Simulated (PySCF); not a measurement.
A GIAO shielding run with PySCF 2.14 (density fitting, non-relativistic, gas phase) on SMILES C(C)(=O)c1snnc1C, C₅H₆N₂OS:

```
$ OMP_NUM_THREADS=1 python probes_run.py task.json out

{"job": {"kind": "nmr", "xc": "PBE0", "basis": "pcSseg-1"}, "charge": 0, "multiplicity": 1}
C      2.501464    -0.008181    -0.128544
C      1.100070    -0.510274     0.099388
O      0.846723    -1.637165     0.460844
C      0.037433     0.466005    -0.148084
S      0.283005     2.091038    -0.664127
N     -1.339233     2.377401    -0.668910
N     -2.031408     1.384958    -0.325019
C     -1.338439     0.277241    -0.018009
C     -2.026675    -0.962872     0.402551
H      2.700693     0.841015     0.522337
H      3.214815    -0.801268     0.079292
H      2.613494     0.322216    -1.159504
H     -1.691638    -1.257318     1.395792
H     -1.774793    -1.777174    -0.274820
H     -3.099926    -0.797632     0.404902
```

Hardware: 1 thread of an Arm Neoverse V1, shared host. The job also computes population analyses, field gradients, ring-centre shieldings.

Task: How large is the calculation?

Result: 74 electrons, 190 basis functions and 997 auxiliary functions.

Task: How long does it take, and how much memory does it need?

Result: 41 s of wall time, with 15 SCF cycles and 6 response iterations; peak memory 0.84 GiB. Times on a shared host scatter by some tens of per cent.
